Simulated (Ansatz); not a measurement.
Total energies of CH₅BSSi (`CB1[SiH2]S1`).

Cartesian coordinates in Å:
```
C -0.583 -1.268 -0.833
B 0.155 -0.055 -0.220
Si 0.391 1.334 1.117
S 1.592 0.905 -0.637
H -1.613 -0.984 -1.078
H -0.667 -2.070 -0.093
H -0.108 -1.666 -1.731
H 1.113 1.147 2.399
H -0.280 2.656 1.076
```

Charge 0, multiplicity 1. Geometry: relaxed with PBE0-D4/def2-TZVP. Basis def2-TZVPP, Ansatz.

RPA on PBE orbitals: Hartree–Fock energy of these orbitals -751.94450 Eh, correlation -0.99527 Eh (frozen core).

```csv
functional,energy without D4 (Eh),D4 term (kJ/mol)
LDA (SPW92),-750.51319,–
PBE,-753.29740,-19.5
revPBE,-753.56888,-55.3
BLYP,-753.67076,-42.5
r2SCAN,-753.62349,-4.6
B97M-V,-753.56263,–
PBE0,-753.37227,-16.5
B3LYP,-753.76224,-31.8
r2SCANh,-753.61799,-4.9
r2SCAN0,-753.61060,-5.5
HSE06 (plane-wave form),-753.35377,-15.5
BHLYP,-753.67376,-25.8
CAM-B3LYP,-753.68547,-16.9
LC-ωPBE,-753.46009,–
ωB97X-V,-753.59292,–
ωB97M-V,-753.63364,–
B2PLYP,-753.40198,–
PBE-QIDH,-753.18902,–
```

B3LYP takes the VWN-RPA correlation (the form of Gaussian; ORCA's B3LYP/G). HSE06 is the plane-wave form, built on full-range PBE exchange. The double hybrids freeze the cores in their second-order part.

LC-ωPBE has ω = 0.4 bohr⁻¹.
